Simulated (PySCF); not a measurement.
**Shapes and spin states of [RuCl3]+**

All numbers come from PBE0 in PySCF with Ru def2-TZVP with ECP28, Cl def2-TZVP; scalar-relativistic core potentials, no spin–orbit coupling; density-fitted integrals.

Relaxations began from a few typed shapes and spin states; open shells are unrestricted. The search is not exhaustive: other isomers or separated fragments can lie lower, and high-lying points may rest on an excited occupation.

```json
{"spin": "triplet", "group": "D3h", "bonds": "Ru–Cl 2.095 Å (×3)", "angles": "Cl–Ru–Cl 120.0° (×3)", "imaginary modes (cm⁻¹)": "none", "ΔE (kJ/mol)": "0.0", "ΔE with ZPE (kJ/mol)": "0.0"}
{"spin": "quintet", "group": "C2v", "bonds": "Ru–Cl 2.124 Å, Ru–Cl 2.165 Å (×2)", "angles": "Cl–Ru–Cl 105.8° (×2), Cl–Ru–Cl 148.4°", "imaginary modes (cm⁻¹)": "none", "ΔE (kJ/mol)": "2.1", "ΔE with ZPE (kJ/mol)": "1.6"}
{"spin": "singlet (closed shell, unstable to spin polarisation)", "group": "C2v", "bonds": "Ru–Cl 2.074 Å, Ru–Cl 2.100 Å (×2)", "angles": "Cl–Ru–Cl 107.7°, Cl–Ru–Cl 126.1° (×2)", "imaginary modes (cm⁻¹)": "none", "ΔE (kJ/mol)": "102.4", "ΔE with ZPE (kJ/mol)": "101.9"}
{"spin": "singlet (closed shell, unstable to spin polarisation)", "group": "C2v", "bonds": "Ru–Cl 2.078 Å (×2), Ru–Cl 2.117 Å", "angles": "Cl–Ru–Cl 113.1° (×2), Cl–Ru–Cl 133.8°", "imaginary modes (cm⁻¹)": "277i, 31i", "ΔE (kJ/mol)": "105.3", "ΔE with ZPE (kJ/mol)": "–"}
```

The lowest minimum found is the triplet D3h: Ru–Cl 2.095 Å (×3); Cl–Ru–Cl 120.0° (×3).

Formally Ru is in oxidation state +4, d4, with 2 unpaired electrons (the high-spin count would be 4). The Mulliken spin on Ru is 1.62. The polar-tensor charge on Ru, 1.53, is far below the formal one.

For the lowest minimum: with open d or f shells other occupations or spin states may lie lower.
